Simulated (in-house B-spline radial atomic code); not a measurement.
# Ionising the osmium ion Os⁸⁺ with different functionals

Computed with a radial B-spline atomic code at the basis-set limit: scalar-relativistic (spin-free X2C) Hamiltonian, Fermi nucleus of rms radius 5.4126 fm, spin-polarised at highest spin, spherical fractional occupations for the functionals, the average over the highest-spin determinants for Hartree-Fock. The ionisation energy is the difference of two self-consistent energies, [Xe] 4f14 → [Kr] 4d10 4f14 5s2 5p5, without Breit or QED terms; ε is the level of the shell that loses the electron (its least bound occupied spin orbital). There is no spin-orbit coupling in this Hamiltonian.

Hybrids are left out here: with spherical fractional occupations of an open shell their exact exchange keeps a self-interaction that integer-occupation calculations don't have.

```json
{"method": "Hartree-Fock", "rung": "Hartree-Fock", "ΔSCF (eV)": "171.22", "-ε(5p) (eV)": "171.97"}
{"method": "LDA VWN5", "rung": "LDA", "ΔSCF (eV)": "172.57", "-ε(5p) (eV)": "162.80"}
{"method": "LDA PW92", "rung": "LDA", "ΔSCF (eV)": "172.56", "-ε(5p) (eV)": "162.79"}
{"method": "LDA exchange-only", "rung": "LDA", "ΔSCF (eV)": "170.55", "-ε(5p) (eV)": "160.85"}
{"method": "PBE", "rung": "GGA", "ΔSCF (eV)": "172.08", "-ε(5p) (eV)": "162.39"}
{"method": "PBEsol", "rung": "GGA", "ΔSCF (eV)": "172.18", "-ε(5p) (eV)": "162.48"}
{"method": "BLYP", "rung": "GGA", "ΔSCF (eV)": "171.93", "-ε(5p) (eV)": "162.22"}
{"method": "RPBE", "rung": "GGA", "ΔSCF (eV)": "171.98", "-ε(5p) (eV)": "162.32"}
{"method": "PW91", "rung": "GGA", "ΔSCF (eV)": "172.23", "-ε(5p) (eV)": "162.53"}
{"method": "BP86", "rung": "GGA", "ΔSCF (eV)": "172.26", "-ε(5p) (eV)": "162.55"}
{"method": "AM05", "rung": "GGA", "ΔSCF (eV)": "172.25", "-ε(5p) (eV)": "162.54"}
{"method": "OLYP", "rung": "GGA", "ΔSCF (eV)": "172.48", "-ε(5p) (eV)": "162.87"}
{"method": "TPSS", "rung": "meta-GGA", "ΔSCF (eV)": "172.28", "-ε(5p) (eV)": "162.65"}
{"method": "SCAN", "rung": "meta-GGA", "ΔSCF (eV)": "172.77", "-ε(5p) (eV)": "163.51"}
{"method": "r2SCAN", "rung": "meta-GGA", "ΔSCF (eV)": "173.16", "-ε(5p) (eV)": "163.70"}
{"method": "revTPSS", "rung": "meta-GGA", "ΔSCF (eV)": "172.37", "-ε(5p) (eV)": "162.76"}
```

Question: How do they compare with the NIST value?

Answer: NIST lists 168.7 eV ± 0.5 (semi-empirical, ground level to ground level). Errors run from +1.85 to +4.46 eV. The correlated functionals all miss on the same side by more than they spread, so the cause is common to them (spin-orbit coupling, Breit-QED terms, multiplet and fine-structure energies, or a listed next ion that isn't the cheapest removal here) and closeness doesn't rank the functionals. Hartree-Fock also lacks correlation.
